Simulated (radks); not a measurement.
Effect of the nuclear size on the bromine ion Br3+, [Ar] 3d10 4s2 4p2. Calculated with a radial shooting solver on a logarithmic mesh with Libxc functionals: Dirac Kohn-Sham, BLYP, spin-unpolarised, spherical densities, finite nucleus; open shells are shared between the two j in proportion to 2j + 1; Fermi nuclear charge, rms radius 4.1629 fm. The rms radius is varied about that value; shifts are against it.

rms radius (fm)  total energy shift (eV)  density at nucleus (e/bohr^3)  1s1/2 shift (meV)  2s1/2 shift (meV)  3p1/2 shift (meV)  4s1/2 shift (meV)
3.5468                            -0.149                      4.494e+04              -63.1              -6.33              0.104             -0.116
3.7841                           -0.0941                      4.472e+04              -39.9              -4.00              0.066             -0.074
4.1629                                 0                       4.44e+04              0.000              0.000              0.000              0.000
4.5584                             0.107                      4.409e+04               45.4               4.55             -0.075              0.084
4.8456                             0.190                      4.389e+04               80.7               8.10             -0.133              0.149

Slopes of the eigenvalues against <r^2> in GHz/fm^2, as finite differences over the two radii next to the reference (eigenvalue slopes, not the field-shift constants of lines): 1s1/2 3190, 2s1/2 320, 3p1/2 -5.28, 4s1/2 5.89.
